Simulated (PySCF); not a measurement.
Species: 1,2-benzenedithiol, C₆H₆S₂.
SMILES with atom numbers: `[SH:1][c:2]1[cH:3][cH:4][cH:5][cH:6][c:7]1[SH:8]` (hydrogens: H9 on S1; H10 on C3; H11 on C4; H12 on C5; H13 on C6; H14 on S8)

Level: B3LYP/def2-SVPD in PySCF, non-relativistic, on one gas-phase PBE0-D3(BJ)/def2-SVP geometry that isn't relaxed in the solvent. The solvent is an IEF-PCM continuum (Bondi radii, 1.10 Å for H, scaled by 1.2), and excitations are vertical TDDFT with non-equilibrium linear response and a frozen core. Specific hydrogen bonds and non-electrostatic terms are outside this model.

Gas-phase singlets (H = HOMO, L = LUMO):

```tsv
state	E (eV)	λ (nm)	f	leading configuration
S1	4.521	274	0.021	H→L 80%
S2	4.827	257	0.047	H→L+1 57%
S3	4.864	255	0.052	H→L+2 60%
S4	5.339	232	0.026	H-1→L 59%
S5	5.400	230	0.035	H-1→L+2 37%
```

**Question.** Give the list for chloroform (ε = 4.711), n² = 2.09.

**Answer.** 
```json
{"state": "S1", "E (eV)": "4.562", "λ (nm)": "272", "f": "0.032", "leading configuration": "H→L 80%", "change by rank (eV)": "+0.041"}
{"state": "S2", "E (eV)": "4.842", "λ (nm)": "256", "f": "0.137", "leading configuration": "H→L+1 86%", "change by rank (eV)": "+0.015"}
{"state": "S3", "E (eV)": "4.957", "λ (nm)": "250", "f": "0.012", "leading configuration": "H→L+2 93%", "change by rank (eV)": "+0.093"}
{"state": "S4", "E (eV)": "5.367", "λ (nm)": "231", "f": "0.390", "leading configuration": "H-1→L+1 55%", "change by rank (eV)": "+0.028"}
{"state": "S5", "E (eV)": "5.397", "λ (nm)": "230", "f": "0.056", "leading configuration": "H-1→L 72%", "change by rank (eV)": "-0.003"}
```

**Question.** How does the list change in water (ε = 78.36)?

**Answer.** 
```json
{"state": "S1", "E (eV)": "4.586", "λ (nm)": "270", "f": "0.027", "leading configuration": "H→L 56%", "change by rank (eV)": "+0.065"}
{"state": "S2", "E (eV)": "4.876", "λ (nm)": "254", "f": "0.130", "leading configuration": "H→L+1 57%", "change by rank (eV)": "+0.049"}
{"state": "S3", "E (eV)": "5.008", "λ (nm)": "248", "f": "0.011", "leading configuration": "H→L+2 93%", "change by rank (eV)": "+0.144"}
{"state": "S4", "E (eV)": "5.406", "λ (nm)": "229", "f": "0.378", "leading configuration": "H-1→L 35%", "change by rank (eV)": "+0.067"}
{"state": "S5", "E (eV)": "5.437", "λ (nm)": "228", "f": "0.042", "leading configuration": "H-1→L+1 47%", "change by rank (eV)": "+0.037"}
```

**Question.** The ground-state energy changes by -0.219 eV from gas to water. By how much does the total energy of gas-phase S1 change?

**Answer.** E(S1) = E(S0) + excitation energy, so it changes by -0.219 + 0.065 = -0.154 eV: it is lowered less than the ground state, which is what a blue shift means. This is the vertical state, with the slow part of the continuum still set for S0.

**Question.** How do the frontier levels move from gas to water?

**Answer.** 
```json
{"orbital": "LUMO+2", "gas (eV)": "-0.35", "solvent (eV)": "-0.16", "change (eV)": "+0.19", "Löwdin shares, gas": "S1 33 %, S8 19 %, H9 14 %, H10 6 %", "Löwdin shares, solvent": "S1 30 %, S8 28 %, H9 8 %, C7 6 %"}
{"orbital": "LUMO+1", "gas (eV)": "-0.85", "solvent (eV)": "-0.78", "change (eV)": "+0.07", "Löwdin shares, gas": "C2 17 %, C7 17 %, C4 16 %, C5 16 %", "Löwdin shares, solvent": "C2 22 %, C5 19 %, C3 12 %, C6 11 %"}
{"orbital": "LUMO", "gas (eV)": "-0.88", "solvent (eV)": "-0.79", "change (eV)": "+0.09", "Löwdin shares, gas": "C3 21 %, C6 21 %, C4 11 %, C2 11 %", "Löwdin shares, solvent": "C4 19 %, C7 19 %, C6 16 %, C3 15 %"}
{"orbital": "HOMO", "gas (eV)": "-6.23", "solvent (eV)": "-6.22", "change (eV)": "+0.01", "Löwdin shares, gas": "S1 26 %, S8 22 %, C2 13 %, C7 12 %", "Löwdin shares, solvent": "S1 29 %, S8 18 %, C2 13 %, C7 12 %"}
{"orbital": "HOMO-1", "gas (eV)": "-6.77", "solvent (eV)": "-6.75", "change (eV)": "+0.02", "Löwdin shares, gas": "S8 24 %, S1 16 %, C6 15 %, C3 14 %", "Löwdin shares, solvent": "S8 26 %, C6 16 %, C3 15 %, S1 12 %"}
{"orbital": "HOMO-2", "gas (eV)": "-8.07", "solvent (eV)": "-8.07", "change (eV)": "0.00", "Löwdin shares, gas": "S8 32 %, C7 18 %, C4 12 %, C3 11 %", "Löwdin shares, solvent": "S8 35 %, C7 18 %, C4 12 %, C3 10 %"}
{"orbital": "HOMO-3", "gas (eV)": "-8.55", "solvent (eV)": "-8.50", "change (eV)": "+0.05", "Löwdin shares, gas": "S1 33 %, C2 17 %, C5 16 %, C6 10 %", "Löwdin shares, solvent": "S1 34 %, C2 17 %, C5 15 %, C6 10 %"}
```

The HOMO–LUMO gap goes from 5.35 to 5.43 eV. Rows go by rank; for LUMO and LUMO+1 the atom shares or the degeneracy differ between the runs, so the row needn't follow one orbital. Shares within a degenerate set are those of one arbitrary member.

Hardware: an Intel Xeon at 2.50 GHz with one thread, shared host with 64 logical CPUs at a one-minute load of 60. Cost: 91 s, 0.99 GiB resident at most. This is the whole response run at B3LYP/def2-SVPD in water, SCF included.

The values belong to the conformer `[SH:1][c:2]1[cH:3][cH:4][cH:5][cH:6][c:7]1[SH:8]`: H–S1–C2–C3 -11°, H–S8–C7–C6 139°.
